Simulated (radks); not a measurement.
Charge is removed step by step from the 4d level of neutral ruthenium, starting from [Kr] 4d7 5s1. All-electron calculation, scalar-relativistic Kohn-Sham, LDA (Slater exchange, Perdew-Wang correlation), spin-unpolarised, spherical densities, point nucleus. Program: a radial shooting solver on a logarithmic mesh with Libxc functionals.

| removed (e) | E - E(0) (eV) | eigenvalue (eV) | E minus straight line (eV) |
|---|---|---|---|
| 0 | 0.000 | -5.401 | 0.000 |
| 0.25 | 1.639 | -7.737 | -0.941 |
| 0.5 | 3.882 | -10.228 | -1.279 |
| 0.75 | 6.765 | -12.859 | -0.976 |
| 1 | 10.322 | -15.617 | 0.000 |

Removing the whole electron costs 10.322 eV by Delta-SCF, against 5.401 eV from minus the eigenvalue at the starting occupation. Slater's transition state (half an electron removed) gives 10.228 eV. Integrating minus the eigenvalue over the occupation (Janak's theorem) gives 10.322 eV. In this scalar-relativistic scheme the density is built from large components alone, so the theorem holds only approximately. The mean slope of the eigenvalue, de/dn, is 10.2 eV per electron.
